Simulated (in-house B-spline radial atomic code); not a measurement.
**Ionising Rb⁹⁺ with different functionals**

Computed with a B-spline radial code for spherical atoms: four-component Dirac-Coulomb Hamiltonian, Fermi nucleus of rms radius 4.2036 fm, spin-restricted, spherical fractional occupations for the functionals. The ionisation energy is the difference of two self-consistent energies, [Ar] 3d10 → [Ar] 3d9, without Breit or QED terms; ε is the level of the shell that loses the electron (mean over j). The electron is taken from both j subshells in proportion to 2j + 1, so the result is a j average, not the step between ground levels.

Hybrids are left out here: with spherical fractional occupations of an open shell their exact exchange keeps a self-interaction that integer-occupation calculations don't have.

| method | rung | ΔSCF (eV) | -ε(3d) (eV) |
| --- | --- | --- | --- |
| LDA VWN5 | LDA | ? | ? |
| relativistic LDA | LDA | ? | ? |
| LDA PW92 | LDA | 277.75 | 258.02 |
| LDA exchange-only | LDA | 275.36 | 255.65 |
| PBE | GGA | 277.49 | 257.74 |
| PBEsol | GGA | 277.41 | 257.67 |
| BLYP | GGA | 277.34 | 257.59 |
| RPBE | GGA | 277.42 | 257.67 |
| PW91 | GGA | 277.68 | 257.93 |
| BP86 | GGA | 277.57 | 257.82 |
| AM05 | GGA | 277.47 | 257.73 |
| OLYP | GGA | 278.67 | 258.88 |

Q: What does relativistic LDA give?

A: ΔSCF 277.75 eV, and -ε(3d) = 258.01 eV.

Q: What does LDA VWN5 give?

A: ΔSCF 277.77 eV, and -ε(3d) = 258.03 eV.

Q: How do they compare with the NIST value?

A: NIST lists 277.1 eV ± 0.12 (measured, ground level to ground level). Errors run from -1.76 to +1.55 eV; BLYP is closest (+0.22 eV), though others lie within the uncertainty of it, and part of that can be cancellation, since the calculations leave out Breit-QED terms, spin polarisation, the choice among j levels, multiplet and fine-structure energies.
